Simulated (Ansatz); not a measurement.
Consider the formal exchange of groups at a C–F bond: `OB(F)CF` + BH₃ → `BCB(O)F` + H–F.

Program: Ansatz. Geometries: PBE0-D4/def2-TZVP. ΔE: electronic, gas phase. CCSD(T)/CBS adds triple-zeta CCSD(T) − MP2 to the extrapolated MP2 energy (def2 sets, frozen cores). This one scheme is used for every species. DFT in def2-TZVPP. HSE06 is defined as in plane-wave codes. Each species was taken in one conformer, which may not be the lowest.

| level | ΔE (eV) |
| --- | --- |
| CAM-B3LYP-D4 | -1.08 |
| HSE06 | -1.22 |

Task: What does CCSD(T)/CBS give? (Estimate.)

Result: Ansatz gave: -1.26 eV. The listed levels differ from it by 0.18, 0.04 eV.

Largest T1 diagnostic among the species: 0.013.

The D4 term adds −0.05 eV with B3LYP and −0.03 eV with PBE0; it sums over pairs of atoms, weighted by their polarisabilities, and B3LYP, whose exchange is more repulsive, gets the larger term. At CCSD(T), def2-SVP lies +0.18 eV from the extrapolated value and def2-TZVPP +0.05 eV.

B3LYP here is the variant with VWN-RPA as its local correlation; programs differ in this.
